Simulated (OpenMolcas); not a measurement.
**Computed transition rates of Ta**

| Quantity | Value |
| --- | --- |
| Program | OpenMolcas |
| Method | MS-CASPT2, IPEA 0.25 Eh, imaginary shift 0.1 Eh (closed shells correlated: 5s 5p) |
| Basis | ANO-R3 [9s7p6d4f3g2h] |
| Scalar Hamiltonian | X2C, finite nucleus |
| Active space | 5 electrons in 6 orbitals (5d 6s) |
| State averaging | 2S+1 = 4 even, 50 roots; 2S+1 = 6 even, 6 roots kept (CI in the orbitals of an earlier block); 2S+1 = 2 even, 98 roots kept (CI in the orbitals of an earlier block) |
| Spin-orbit coupling | state interaction with AMFI integrals over the reference wave functions, term energies averaged over their components |

Rates come from the transition moments of the reference wave functions (E1 and E2 in the length form). At fixed line strength A goes as λ^-3 for E1 and M1 and as λ^-5 for E2, so a rate at the computed wavelength can be rescaled to the measured one. Measured vacuum wavelengths follow from level energies in NIST Handbook of Basic Atomic Spectroscopic Data. Branching counts decays inside the model space alone, at computed energies, and the table is only a selection of the M1 lines, drawn from those between levels with measured partners whose computed energy lies within a factor of 1.5 of the measured one.

| Upper | Lower | Type | λ computed (nm) | λ measured (nm) | A computed (s-1) | A rescaled (s-1) | Branching % |
| --- | --- | --- | --- | --- | --- | --- | --- |
| 5d³ 6s² ⁴F_9/2 | 5d³ 6s² ⁴F_7/2 | M1 | 6136 | 6035 | 1.06e-01 | 1.11e-01 | 100.0 |
| 5d³ 6s² ⁴F_5/2 | 5d³ 6s² ⁴F_3/2 | M1 | 5436 | 4975 | 2.52e-01 | 3.29e-01 | 100.0 |
| 5d³ 6s² ⁴F_7/2 | 5d³ 6s² ⁴F_5/2 | M1 | 5280 | 5118 | 2.74e-01 | 3.01e-01 | 100.0 |
| 5d³ 6s² ⁴P_5/2 | 5d³ 6s² ⁴P_3/2 [68 %] | M1 | 3688 | 3140 | 2.57e-01 | 4.16e-01 | 82.8 |
| 5d³ 6s² ⁴P_1/2 | 5d³ 6s² ⁴F_3/2 | M1 | 1668 | 1653 | 3.39e-02 |  | 98.2 |
| 5d³ 6s² ⁴P_3/2 [68 %] | 5d³ 6s² ⁴F_3/2 | M1 | 1668 | 1648 | 2.67e-01 |  | 83.0 |

Spin-changing lines and M1 lines between different terms are not rescaled, since their strength hangs on the term gaps too.

The largest correction is for 5d³ 6s² ⁴P_5/2 → 5d³ 6s² ⁴P_3/2 [68 %] (M1): 2.57e-01 × (3688 / 3140)^3 = 4.16e-01 s-1, a factor of 1.62.

The computed rate and branching of 5d³ 6s² ⁴F_5/2 → 5d³ 6s² ⁴F_3/2 give the upper level a radiative lifetime of 1.000 / 2.52e-01 s-1 = 3.97e+00 s, counting decays inside the model space alone. The rescaled rate gives about 3.0e+00 s.

No measured rate stands beside these. Rescaling mends the energy factor alone: line strengths can still be far off where a level mixes with configurations outside the active space, and weak or spin-changing lines hang on small mixing coefficients that depend on the term gaps too, so rescaling need not improve them.

Term energies are means over components that CASPT2 splits; among the terms shown or strongly mixed into the levels shown the widest spread is 1300 cm-1 (5d³ 6s² ⁴F). Over all roots computed the reference weight is 0.86 to 0.92; the roots of lowest weight are the least certain, and an intruder state may touch them. Blocks of more than 70 roots (2S+1 = 2 even) ran without multistate coupling. Configurations are named by rounded mean occupations; where the s occupation lies near a half they are strongly mixed, a name can repeat and a true partner stay unpaired. Measured partners are found by configuration, term and J. A level has none where our copy of the source lacks it or the pairing is in doubt (some pairs that miss far off the trend of their configuration count as doubtful). Levels of configurations outside the active space are missing.

A share in square brackets marks a mixed level and gives the weight of the term that names it.
